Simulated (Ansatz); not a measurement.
`C[Se][GaH2]` + `NB1CS1` → `[GaH2][NH]B1CS1` + `C[SeH]` at 600 K and 1 bar (ligand exchange at a Ga–Se bond).

Program: Ansatz. Geometries: PBE0-D4/def2-TZVP. ΔE: electronic, gas phase. CCSD(T)/CBS adds triple-zeta CCSD(T) − MP2 to the extrapolated MP2 energy (def2 sets, frozen cores). For Ga, Se outer-core shells are correlated without core-valence functions, which leaves a few kJ/mol of doubt a bond. Scalar relativity is left out up to krypton. One conformer a species, not always the lowest.

```json
{"species": "`C[Se][GaH2]`", "CCSD(T)/CBS energy (Eh)": "-4365.72567", "H − E (kJ/mol)": "185.2", "S (J/(mol·K))": "408.2"}
{"species": "`NB1CS1`", "CCSD(T)/CBS energy (Eh)": "-517.77714", "H − E (kJ/mol)": "199.1", "S (J/(mol·K))": "355.1"}
{"species": "`[GaH2][NH]B1CS1`", "CCSD(T)/CBS energy (Eh)": "-2442.32425", "H − E (kJ/mol)": "225.7", "S (J/(mol·K))": "445.6"}
{"species": "`C[SeH]`", "CCSD(T)/CBS energy (Eh)": "-2441.15625", "H − E (kJ/mol)": "149.5", "S (J/(mol·K))": "312.9"}
```

H − E and S are ideal-gas, rigid-rotor, harmonic terms from PBE0-D4/def2-TZVP, for one conformer and one mirror image of each species. 1 Eh = 2625.50 kJ/mol, R = 8.31446 J/(mol·K).

**Question.** By hand: ΔE, ΔH, ΔS and ΔG.

**Answer.** ΔE = (-2442.32425) + (-2441.15625) − (-4365.72567) − (-517.77714) = 0.02231 Eh = 58.6 kJ/mol. Δ(H − E) = 225.7 + 149.5 − 185.2 − 199.1 = -9.1, so ΔH = 49.5 kJ/mol. ΔS = 445.6 + 312.9 − 408.2 − 355.1 = -4.8 J/(mol·K). ΔG = 49.5 − 600 × (-4.8)/1000 = 52.4 kJ/mol.

**Question.** By hand: the equilibrium constant, and the temperature at which ΔG would vanish if ΔH and ΔS stayed fixed.

**Answer.** log₁₀ K = −ΔG/(RT ln 10) = -4.6. ΔH and −TΔS have one sign here, so there is no such temperature. One of them is within its doubt of zero, so this could turn.

The number of gas molecules stays the same, so ΔS is small and ΔH decides. A doubt of 5 kJ/mol in ΔE shifts log₁₀ K by 0.4 here. Other conformers and mirror images would add mixing entropy, several J/(mol·K) or more a flexible species. These are equilibria of isolated gas molecules and say nothing of rates. Largest T1 diagnostic: 0.014 (customary marks: 0.02 for closed shells, 0.045 for open ones).
